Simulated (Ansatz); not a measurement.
C2H7AlBF can be A, `C[BH][Al]([CH3])[F]`, or B, `CB[CH](F)[AlH2]`.

Computed with Ansatz on PBE0-D4/def2-TZVP structures; ΔE is electronic, products minus reactants. CBS: MP2 limit from def2 TZ/QZ plus the TZ coupled-cluster correction, frozen cores. DFT in def2-TZVPP. Each species was taken in one conformer, which may not be the lowest.

(1) Which is lower in electronic energy at CCSD(T)/CBS, and by how much? (Estimate.)

(2) Give E(B) − E(A) in kcal/mol with ωB97M-V, MP2/def2-TZVPP, CCSD/def2-TZVPP, HF/def2-TZVPP, CCSD(T)/def2-TZVPP, PBE0-D4, r2SCAN-D4. (Estimate.)

Largest T1 diagnostic: 0.013.

## Answers

(1) Computed: A, by 59.8 kcal/mol.

(2) Computed: ωB97M-V 56.0, MP2/def2-TZVPP 60.3, CCSD/def2-TZVPP 61.1, HF/def2-TZVPP 68.2, CCSD(T)/def2-TZVPP 58.9, PBE0-D4 54.9, r2SCAN-D4 55.5. None reverses the order clearly.

In def2-TZVPP, CCSD(T) changes the Hartree–Fock value by −9.2 kcal/mol (the triples alone add −2.2 kcal/mol) and MP2 by −7.9 kcal/mol. The D4 term adds −2.0 kcal/mol with B3LYP and −1.0 kcal/mol with PBE0; it sums over pairs of atoms, weighted by their polarisabilities, and B3LYP, whose exchange is more repulsive, gets the larger term.

B3LYP here is the variant with VWN-RPA as its local correlation; programs differ in this.
